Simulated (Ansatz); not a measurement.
```yaml
crystal:
  periodic: [false, false, false]
  atoms:
    - {symbol: Se, position_ang: [-1.418725, 1.326576, -1.082996]}
    - {symbol: Si, position_ang: [0.307995, 0.255533, -0.088094]}
    - {symbol: B, position_ang: [0.083889, -0.889087, 1.444846]}
    - {symbol: S, position_ang: [0.265624, -1.913847, 0.017212]}
    - {symbol: H, position_ang: [-0.687763, 1.500607, -2.346088]}
    - {symbol: H, position_ang: [1.601400, 0.775430, -0.583048]}
    - {symbol: H, position_ang: [-0.091120, -1.123314, 2.592466]}
basis:
  gaussian: {orbitals: def2-SVP}
magnetization: {spin_polarized: true, initial_magnetization: 0}
hamiltonian: {xc: {name: HF}}
correlation: {active_space: {window: {electrons: 40, orbitals: 30}}}
```

```sh
$ ansatz run in.yaml --threads 2 --pin off --events-out ev --progress --plain --max-ram 4352MiB
```

**Question.** How does Ansatz answer? (Best estimate.)

**Answer.** The calculation gave: The program refused the input.
```
Error: invalid value for `correlation.active_space`: it starts from restricted Hartree–Fock orbitals; set hamiltonian.xc: hf without magnetization.spin_polarized
```
